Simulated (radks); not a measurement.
The dysprosium ion Dy40+, configuration [Ar] 3d8 (the NIST ground configuration). Calculated with a radial shooting solver on a logarithmic mesh with Libxc functionals: Dirac Kohn-Sham, BLYP, spin-unpolarised, spherical densities, finite nucleus; open shells fill j = l - 1/2 first; Fermi nuclear charge, rms radius 5.2218 fm.

Unscreened Slater integrals over Kohn-Sham orbitals (cm^-1). Large and small components are both included.

F0(3d5/2,3d5/2): 978000
F2(3d5/2,3d5/2): 501830
F4(3d5/2,3d5/2): 323690
F0(3d5/2,3d3/2): 986900
F2(3d5/2,3d3/2): 504680
G2(3d5/2,3d3/2): 497650
G4(3d5/2,3d3/2): 320880
F0(3d5/2,3p3/2): 907360
F2(3d5/2,3p3/2): 435350
G1(3d5/2,3p3/2): 465700
G3(3d5/2,3p3/2): 310370
F0(3d5/2,3p1/2): 935780
G3(3d5/2,3p1/2): 331900
F0(3d3/2,3d3/2): 996150
F2(3d3/2,3d3/2): 507940
F0(3d3/2,3p3/2): 914240
F2(3d3/2,3p3/2): 434360
G1(3d3/2,3p3/2): 459290
G3(3d3/2,3p3/2): 306060
F0(3d3/2,3p1/2): 943420
G1(3d3/2,3p1/2): 506440
F0(3p3/2,3p3/2): 865750
F2(3p3/2,3p3/2): 433690
F0(3p3/2,3p1/2): 888730
G2(3p3/2,3p1/2): 436880
F0(3p1/2,3p1/2): 914470
